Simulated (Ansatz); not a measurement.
Reaction (formal exchange of groups at the Si–Si bond): `FC[SiH2][SiH2]F` + `COC` → `COC[SiH2]F` + `FC[SiH3]`

Calculated with Ansatz (gas phase, PBE0-D4/def2-TZVP geometries, no zero-point term in ΔE). CCSD(T)/CBS adds triple-zeta CCSD(T) − MP2 to the extrapolated MP2 energy (def2 sets, frozen cores). Functionals use def2-TZVPP. B3LYP here is the variant with VWN-RPA as its local correlation; programs differ in this. One conformer a species, not always the lowest.

```json
{"level": "PBE-D4", "ΔE (kJ/mol)": "21.3", "difference from CCSD(T)/CBS": "10.2"}
{"level": "r2SCAN-D4", "ΔE (kJ/mol)": "14.9", "difference from CCSD(T)/CBS": "3.8"}
{"level": "PBE0-D4", "ΔE (kJ/mol)": "19.8", "difference from CCSD(T)/CBS": "8.7"}
{"level": "B3LYP-D4", "ΔE (kJ/mol)": "13.1", "difference from CCSD(T)/CBS": "2.0"}
{"level": "ωB97X-V", "ΔE (kJ/mol)": "12.7", "difference from CCSD(T)/CBS": "1.6"}
{"level": "ωB97M-V", "ΔE (kJ/mol)": "6.4", "difference from CCSD(T)/CBS": "-4.7"}
{"level": "B2PLYP", "ΔE (kJ/mol)": "10.9", "difference from CCSD(T)/CBS": "-0.2"}
{"level": "PBE", "ΔE (kJ/mol)": "21.7", "difference from CCSD(T)/CBS": "10.6"}
{"level": "r2SCAN", "ΔE (kJ/mol)": "15.0", "difference from CCSD(T)/CBS": "3.9"}
{"level": "PBE0", "ΔE (kJ/mol)": "20.0", "difference from CCSD(T)/CBS": "8.9"}
{"level": "B3LYP", "ΔE (kJ/mol)": "13.8", "difference from CCSD(T)/CBS": "2.7"}
{"level": "HF/def2-TZVPP", "ΔE (kJ/mol)": "9.8", "difference from CCSD(T)/CBS": "-1.3"}
{"level": "MP2/def2-TZVPP", "ΔE (kJ/mol)": "6.8", "difference from CCSD(T)/CBS": "-4.3"}
{"level": "SCS-MP2/def2-TZVPP", "ΔE (kJ/mol)": "6.8", "difference from CCSD(T)/CBS": "-4.3"}
{"level": "CCSD/def2-TZVPP", "ΔE (kJ/mol)": "10.8", "difference from CCSD(T)/CBS": "-0.3"}
{"level": "CCSD(T)/def2-TZVPP", "ΔE (kJ/mol)": "10.8", "difference from CCSD(T)/CBS": "-0.3"}
{"level": "HF/def2-QZVPP", "ΔE (kJ/mol)": "9.2", "difference from CCSD(T)/CBS": "-1.9"}
{"level": "MP2/def2-QZVPP", "ΔE (kJ/mol)": "6.8", "difference from CCSD(T)/CBS": "-4.3"}
{"level": "SCS-MP2/def2-QZVPP", "ΔE (kJ/mol)": "6.8", "difference from CCSD(T)/CBS": "-4.3"}
{"level": "HF/CBS(def2)", "ΔE (kJ/mol)": "9.1", "difference from CCSD(T)/CBS": "-2.0"}
{"level": "MP2/CBS(def2)", "ΔE (kJ/mol)": "7.1", "difference from CCSD(T)/CBS": "-4.0"}
{"level": "CCSD/CBS(def2)", "ΔE (kJ/mol)": "11.0", "difference from CCSD(T)/CBS": "-0.1"}
{"level": "CCSD(T)/CBS", "ΔE (kJ/mol)": "11.1", "difference from CCSD(T)/CBS": "0"}
```

Largest T1 diagnostic among the species: 0.012.
